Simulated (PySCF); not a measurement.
**ORD: `[Si@H]1(C[SiH3])[C@H](C)O[SiH2]1`, C3H12OSi3**

Cartesian coordinates in Å; atom numbers follow the order of the lines, from 1:
```xyz
19

C     2.747   -0.654   -0.512
C     1.617    0.343   -0.334
O     1.883    1.178    0.814
Si    0.637    1.045    1.883
Si   -0.104   -0.387    0.212
C    -1.513    0.036   -0.993
Si   -3.240   -0.293   -0.285
H     2.557   -1.276   -1.384
H     2.818   -1.290    0.368
H     3.698   -0.141   -0.643
H     1.588    1.009   -1.205
H     1.147    0.537    3.158
H     0.031    2.365    2.084
H     0.008   -1.854    0.318
H    -1.442    1.084   -1.286
H    -1.389   -0.546   -1.907
H    -4.263   -0.006   -1.295
H    -3.454    0.559    0.886
H    -3.334   -1.699    0.112
```

Method: TDDFT B3LYP/def2-SVPD circular dichroism and optical rotation, one conformer, gas phase in PySCF. Geometry: GFN2-xTB.

The molecule is flexible and this is one conformer; a measurement averages over conformers.

Stereocentres: C2 R, Si5 R.

Q: What is the specific rotation at 633, 589.3, 546, 436, 405, 365, 355 nm?

A: [α] in deg dm⁻¹ (g/mL)⁻¹:
| λ (nm) | origin-invariant length gauge | modified velocity gauge | length gauge (centre of mass) | isotropic polarisability (au) |
| --- | --- | --- | --- | --- |
| 633 | -152.6 | -159.2 | -151.9 | 125.8 |
| 589.3 | -179.0 | -186.8 | -178.1 | 126.4 |
| 546 | -212.8 | -222.2 | -211.7 | 127.2 |
| 436 | -361.9 | -379.3 | -360.0 | 130.6 |
| 405 | -434.7 | -456.3 | -432.4 | 132.3 |
| 365 | -568.2 | -598.4 | -565.0 | 135.1 |
| 355 | -611.5 | -644.8 | -608.0 | 136.0 |

Q: And for the mirror image at 589.3 nm?

A: +179.0 deg dm⁻¹ (g/mL)⁻¹ (origin-invariant length gauge): the same size and the opposite sign.

Q: What is the molar rotation [Φ] = [α]·M/100 of the geometry above at 589.3 nm?

A: With M = 148.38 g/mol, -265.6 deg cm² dmol⁻¹ (origin-invariant length gauge).

The first excitation lies at 5.78 eV (214 nm) with R = +0.3 × 10⁻⁴⁰ esu² cm² (velocity form).
